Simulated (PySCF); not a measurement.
## In⁺ (indium, charge +1) across methods

[Kr] 4d10 5s1 5p1, high-spin 3P determinant (an excited configuration). Computed with PySCF 2.14 in aug-cc-pwCVTZ-PP with ECP28MDF (8s7p6d4f1g, 96 functions), with scalar relativity through the core potential.

| method | E (hartree) | mean ε 4d β (eV) | mean ε 5s α (eV) | mean ε 5p α (eV) | Σ⟨r²⟩ (bohr²) | ⟨S²⟩ |
| --- | --- | --- | --- | --- | --- | --- |
| BLYP | -189.6600 | -26.991 | -16.438 | -9.637 | 41.67 | 2.001 |
| r2SCAN | -189.7754 | -27.600 | -16.906 | -10.146 | 41.22 | 2.003 |
| HSE06 | -189.7053 | -29.192 | -17.242 | -10.372 | 41.55 | 2.001 |
| UHF | -188.86903 | -36.113 | -20.152 | -13.146 | 41.96 | 2.002 |
| PBE0 | -189.7083 | -29.612 | -17.636 | -10.780 | 41.50 | 2.001 |
| PBE | -189.7004 | -27.110 | -16.569 | -9.848 | 41.61 | 2.001 |
| LDA | -189.3646 | -27.283 | -16.879 | -9.921 | 41.54 | 2.001 |
| wB97X | -189.7285 | -32.177 | -19.787 | -12.650 | 41.57 | 2.001 |
| B97-3 | -189.7500 | -29.808 | -17.461 | -10.646 | 41.53 | 2.001 |

Energies and moments cover only the electrons outside the core potential.
